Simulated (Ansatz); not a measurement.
`[CH3][Ti]12345678([OH])([C@H]9[C@@H]1[C@@H]2[C@@H]3[C@H]94)[C@H]1[C@@H]5[C@@H]6[C@@H]7[C@H]18` + H₂O → `[OH][Ti]12345678([OH])([C@H]9[C@@H]1[C@@H]2[C@@H]3[C@H]94)[C@H]1[C@@H]5[C@@H]6[C@@H]7[C@H]18` + CH₄  (formal hydrolysis of a Ti–C bond)

Calculated with Ansatz (gas phase, PBE0-D4/def2-TZVP geometries, no zero-point term in ΔE). CCSD(T)/CBS is the MP2 limit (def2-TZVPP, def2-QZVPP) plus CCSD(T) − MP2 in def2-TZVPP, frozen cores. This one scheme is used for every species. DFT in def2-TZVPP. For Ti outer-core shells are correlated without core-valence functions, which leaves a few kJ/mol of doubt a bond. Scalar relativity is left out up to krypton. One conformer a species, not always the lowest.

| level | ΔE (kcal/mol) |
| --- | --- |
| r2SCAN0-D4 | -29.6 |
| PBE-QIDH | -27.4 |

What does CCSD(T)/CBS give? (An estimate is asked.)

Computed: -26.0 kcal/mol. The listed levels differ from it by -3.6, -1.4 kcal/mol.

Largest T1 diagnostic among the species: 0.019.

From r2SCAN to r2SCAN0 (25 % exact exchange), in def2-TZVPP and without D4, ΔE moves by +2.2 kcal/mol. Leaving LDA and LC-ωPBE aside and taking each functional with its dispersion term where it has one, the values, not all of them listed here, spread over 5.2 kcal/mol, from BLYP-D4 to PBE-QIDH. LDA lies +1.5 kcal/mol from PBE without D4.

CCSD(T)/CBS has its own doubt, a few kJ/mol and more with outer-core shells, so smaller differences from it don't rank the levels.
